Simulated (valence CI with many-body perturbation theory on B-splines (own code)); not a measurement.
Results of a calculation; reference values are marked as such.
**Sb28+: what the settings do**

Method: configuration interaction combined with many-body perturbation theory (CI+MBPT): five valence electrons over a frozen Dirac-Fock core [Ar], a basis of 6 s, 6 p, 5 d, 5 f, 1 g functions for each j, with the one-electron correlation potential Σ1, the two-electron term Σ2, the three-electron term Σ3, Breit, model QED; selected CI, second order for the rest, scaled by the run's own slope (own B-spline code, finite nucleus).

No measured spectrum was set against this ion. As an estimate, large intervals hold to a few tenths of a per cent, small ones and those within an open d or f shell to about a per cent. Among the levels kept, up to 590 cm⁻¹ of a level comes from second order outside the variational space, and about a tenth of that is noise between levels of different J, which matters for small intervals. Only levels of the ground parity were solved; by the run's estimate the other parity begins above the list, which can be wrong where configurations are misplaced.

The reference run has the lowest level (3d3/2^3 3d5/2^2) J=5/2 [a] and an ionisation energy of 1605.63 eV. Its largest variational space holds 9982 state functions.

Levels are named by their leading jj configuration (3d3/2^4 stands for four electrons in 3d with j = 3/2), which in mixed levels can hold well under half, so a name can repeat and another be missing. Letters in brackets count levels of one name in rising energy.

Changed runs:
A. box radius (bohr) 3.952 → 3.38
B. orbitals per symmetry with explicit Σ2 and valence Breit (the others get mean screening factors) 5 → 3
C. logarithmic knot step 0.27 → 0.2
D. size limit of the variational space 10000 → 100; second order for the rest on → off (bad on purpose)

Excitation energies of the reference run in cm⁻¹, and shifts in cm⁻¹:

```tsv
Level	Reference	A	B	C	D
(3d3/2^4 3d5/2) J=5/2	86237	+0.1	+316	0	+3389
(3d3/2^3 3d5/2^2) J=7/2	131363	+0.1	+349	+0.1	+3098
(3d3/2^3 3d5/2^2) J=3/2	135665	+0.1	+292	+0.1	+3766
(3d3/2^3 3d5/2^2) J=11/2	138018	+0.1	+452	+0.1	+1605
(3d3/2^3 3d5/2^2) J=5/2 [b]	149911	+0.1	+301	+0.1	+2813
(3d3/2^3 3d5/2^2) J=9/2	150318	+0.1	+381	+0.1	+2778
(3d3/2^3 3d5/2^2) J=1/2	160838	+0.1	+300	+0.1	+3163
(3d3/2^2 3d5/2^3) J=7/2 [a]	188041	+0.1	+329	+0.1	+3643
(3d3/2^3 3d5/2^2) J=5/2 [c]	194863	+0.1	+356	+0.1	+4351
(3d3/2^2 3d5/2^3) J=7/2 [b]	214894	+0.1	+422	+0.1	+4573
(3d3/2^2 3d5/2^3) J=11/2	214975	+0.1	+639	+0.1	+1486
(3d3/2^2 3d5/2^3) J=3/2 [a]	223532	+0.1	+415	+0.1	+4979
Ionisation energy (eV)	1605.63	+0.00012	+0.14	+0.0013	-0.53
```
